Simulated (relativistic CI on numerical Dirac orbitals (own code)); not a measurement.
# La+: q coefficients and field-shift factors

Computed by Dirac-Coulomb-Breit CI, orbitals from a KLI potential per configuration, valence Slater integrals scaled by 0.85, P86 correlation energy added to each configuration, derivatives by finite differences, QED left out (own radial code, finite nucleus).

Configuration list (outside the closed core [Xe]): 5d2, 5d 6s, 6s2, 4f 6s, 5d 4f, 5d 6p, 6s 6p, 4f2. Levels of other configurations are missing.

With x = (α/α₀)² − 1 an excitation energy changes as ω = ω₀ + qx; K = 2q/ω₀ is the relative enhancement. Terms are leading LS components, so labels can repeat. The field-shift factor is F = δν/δ⟨r²⟩ for the transition from the lowest level.

Lowest level 5d2 3F_2.

```tsv
Level	ω₀ (cm⁻¹)	q (cm⁻¹)	F (GHz/fm²)
5d2 3F_3	694.4	789.9	-0.097
5d2 3F_4	1425.6	1358	-0.0294
5d2 1D_2	1614.7	-1957	2.4
5d 6s 3D_1	3463.3	-7689	6.49
5d 6s 3D_2	3919.7	-7146	6.41
5d 6s 3D_3	4546.9	-6838	6.61
5d2 3P_0	5523.3	517.6	-0.0519
5d2 3P_1	5769.9	835.8	-0.0886
5d2 3P_2	6151.1	1099	-0.000546
5d2 1G_4	8497.3	778.2	0.0109
6s2 1S_0	9446.7	-10330	9.45
5d 6s 1D_2	13579.2	-3051	3.03
4f 6s 3F°_2	19154.6	5092	0.285
4f 6s 3F°_3	19969.0	7326	0.181
4f 6s 3F°_4	21204.9	8554	0.221
4f 6s 1F°_3	21272.5	8660	0.125
5d 4f 1G°_4	22035.4	18400	-5.51
5d2 1S_0	22248.9	-4294	4.33
5d 4f 3F°_2	22490.3	12750	-3.42
5d 4f 3H°_4	22899.6	18360	-5.42
5d 4f 3F°_3	23407.5	17470	-4.69
5d 4f 3H°_5	23480.5	18440	-5.37
5d 6p 1D°_2	23483.2	7563	-2.03
```

For a near-neutral ion this model can misplace configurations by up to about 10,000 cm⁻¹ (more where the count of f electrons changes) and terms by 10 to 25 % of their spread. Rates follow the energies as ν³ (E1, M1) or ν⁵ (E2), so they and the lifetimes can be off by large factors. The fine structure of a lone outer electron comes out too small, for d and f at times inverted, and misplaced configurations move strength between like terms.

Which transition from the lowest level has the largest |K|?

5d 6s 3D_1 at 3463.3 cm⁻¹, K = -4.44.
